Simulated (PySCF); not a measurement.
# Ionisation energy of Nb²⁺ by level of theory

Nb²⁺ [Kr] 4d3 (4F) → Nb³⁺ [Kr] 4d2 (3F), as a difference of total energies. Computed with PySCF 2.14 in aug-cc-pVTZ-PP with ECP28MDF (6s6p5d3f2g, 88 functions), with a scalar-relativistic core potential. Correlated levels: valence: 4s2 4p6 frozen. The calculations carry no spin-orbit coupling.

| method | ionisation energy (eV) | difference from reference (eV) |
| --- | --- | --- |
| UHF | 24.231 | -0.809 |
| LDA | 25.496 | +0.456 |
| PBE | 25.405 | +0.365 |
| PBE0 | 25.332 | +0.292 |
| r2SCAN | 25.365 | +0.325 |
| wB97X | 24.903 | -0.137 |
| B3LYP | 25.310 | +0.270 |
| HSE06 | 25.327 | +0.287 |
| r2SCANh | 25.353 | +0.313 |
| MP2 (valence) | 24.542 | -0.498 |
| SCS-MP2 (valence) | 24.334 | -0.706 |

Reference: 25.04 eV (semi-empirical (NIST evaluation); NIST Atomic Spectra Database, ionization energies).

The reference lies between the lowest fine-structure levels, while these numbers refer to the centres of the terms.

Errors of the correlated levels include the incompleteness of this basis and the frozen core.
